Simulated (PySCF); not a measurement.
C2H5Zn (SMILES C[CH2][Zn+]), charge +1, singlet, geometry from GFN2-xTB (such geometries of metal compounds can be far from the true shape), atoms displaced at random by about 0.03 Å a coordinate.

PySCF was given this input:
```python
from pyscf import gto, scf, dft

mol = gto.M(
    atom='''
Zn    0.452681    0.600720    0.459724
C    -0.071530   -1.121142   -0.518508
C    -1.452240   -1.042526   -1.134136
H     0.012591   -1.806566    0.322932
H     0.706767   -1.169216   -1.254989
H    -1.572203   -0.259651   -1.900694
H    -2.247218   -0.921135   -0.373511
H    -1.580185   -2.024455   -1.579742
''',
    basis='6-31g',
    charge=1,
    spin=0,
    verbose=4,
)

mf = dft.RKS(mol)
mf.xc = 'pbe'
mf.kernel()
g = mf.nuc_grad_method()
grad = g.kernel()
```

Q: What Mulliken (on the basis functions themselves) charges in atom order does PBE/6-31G, gradient run with PySCF give?

A: Zn1 0.77, C2 -0.51, C3 -0.48, H4 0.26, H5 0.27, H6 0.22, H7 0.22, H8 0.25

Q: What total energy does PBE/6-31G, gradient give?

A: -1857.5733 Eh

Q: What HOMO energy does PBE/6-31G, gradient give?

A: -12.40 eV

Q: What HOMO-LUMO gap does PBE/6-31G, gradient give?

A: 2.98 eV

Q: What number of basis functions does PBE/6-31G, gradient give?

A: 55
